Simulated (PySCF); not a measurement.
Numbering as in the mapped SMILES `[OH:1][Si@H:2]1[O:3][CH2:4][C@@H:5]([Cl:6])[CH2:7][O:8]1`; H(Xn) means a hydrogen on atom n. Ha(C4), Ha(C7) are cis to O1 on the ring; Hb(C4), Hb(C7) are trans to O1 on the ring.

[PySCF 2.14: GFN2-xTB structure; GIAO PBE0/pcSseg-1 shieldings; averaged over atoms made equivalent by symmetry, fast rotation or ring inversion; gas phase; a single conformation; relativity neglected]

Chemical shifts δ = σref − σ; 13C, 1H, 29Si vs TMS; 17O vs H2O; 35Cl against HCl, all at this level.

```
        atoms  nucleus  count  δ (ppm)
           C5      13C      1        ?
           O1      17O      1     52.8
        C4/C7      13C      2     71.3
        O3/O8      17O      2     44.5
Ha(C4)/Ha(C7)       1H      2        ?
        H(O1)       1H      1     2.64
Hb(C4)/Hb(C7)       1H      2     4.56
          Cl6     35Cl      1        ?
        H(C5)       1H      1     3.73
          Si2     29Si      1    -61.2
       H(Si2)       1H      1     4.16
```

Problem. Fill in the missing shifts.

Solution. 
- C5: 64.7 ppm, sp3 CH bonded to Cl; pulled downfield by the heteroatom
- Ha(C4)/Ha(C7): 4.38 ppm, hydrogen on an sp3 CH2 bonded to O; its carbon carries O, an electronegative neighbour
- Cl6: 120 ppm, chlorine bonded to C

The OH or NH signal is concentration- and solvent-dependent in practice; the value given is the gas-phase one. Carbons that carry Cl, above all several Cl atoms, come out too deshielded, partly because spin–orbit coupling is missing. Shifts are as computed. Against solution values, carbons near 30 ppm lie about +3 ppm off and those near 130 ppm about +5 ppm; carbons on Cl a further +6 ppm. Of 1309 compounds with measured shifts, 239 miss one by over three times the rms of a fit or turn the order of signals round; such compounds aren't used in these exercises. Experimental scales use liquid or dissolved standards, which lie at an offset from isolated H2O (liquid H2O: subtract about 36 ppm).
